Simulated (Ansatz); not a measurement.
Born–Oppenheimer molecular dynamics of C$_{3}$H$_{8}$OSi (13 atoms, charge 0, multiplicity 1). It starts from a relaxed structure.

Theory: RKS PBE0-D4/STO-3G in Ansatz 0.2.0.

* ensemble: NVT, Nosé–Hoover chain
* time step: 1 fs
* steps asked: 600
* set temperature: 1000 K
* thermostat: time constant 100 fs, chain length 3 (defaults)
* seed: 202650

First frame:

```xyz
13
Properties=species:S:1:pos:R:3
C -2.044 -0.932 0.509
O -1.373 0.353 0.411
Si 0.324 0.137 0.536
C 1.346 0.008 -0.975
C 1.371 1.400 -0.258
H -1.814 -1.616 -0.336
H -3.132 -0.737 0.489
H -1.822 -1.480 1.449
H 0.767 -0.530 1.739
H 0.880 0.002 -1.962
H 2.283 -0.552 -0.963
H 0.913 2.219 -0.816
H 2.322 1.693 0.190
```

How far do the bonds stretch over the last three quarters of this one trajectory? (Pairs bonded in most of those frames.)


| bond | mean (Å) | spread (Å) | shortest | longest |
| --- | --- | --- | --- | --- |
| C1–O2 | 1.510 | 0.144 | 1.24 | 1.76 |
| C1–H6 | 1.115 | 0.022 | 1.07 | 1.16 |
| C1–H7 | 1.111 | 0.026 | 1.04 | 1.18 |
| C1–H8 | 1.117 | 0.031 | 1.04 | 1.20 |
| O2–Si3 | 1.741 | 0.095 | 1.53 | 1.96 |
| Si3–C4 | 1.854 | 0.102 | 1.64 | 2.10 |
| Si3–C5 | 1.846 | 0.082 | 1.68 | 2.03 |
| Si3–H9 | 1.451 | 0.022 | 1.41 | 1.50 |
| C4–C5 | 1.574 | 0.046 | 1.44 | 1.70 |
| C4–H10 | 1.101 | 0.045 | 1.01 | 1.19 |
| C4–H11 | 1.100 | 0.046 | 1.02 | 1.18 |
| C5–H12 | 1.097 | 0.024 | 1.04 | 1.15 |
| C5–H13 | 1.096 | 0.023 | 1.04 | 1.16 |

Mean temperature of the second half: 1094 K. The conserved energy stayed within 4.4 meV per atom of its start (net change 1.9 meV per atom), so there is no drift, though single steps change it by up to 27 meV in the whole system, a sign of fast motions only just resolved. A run of 0.6 ps of so small a system gives no equilibrium averages. Limits of this set-up: minimal basis.

The run took 15 min on 1 thread of Arm Neoverse V2, with other jobs on the host, peak memory 0.09 GiB.
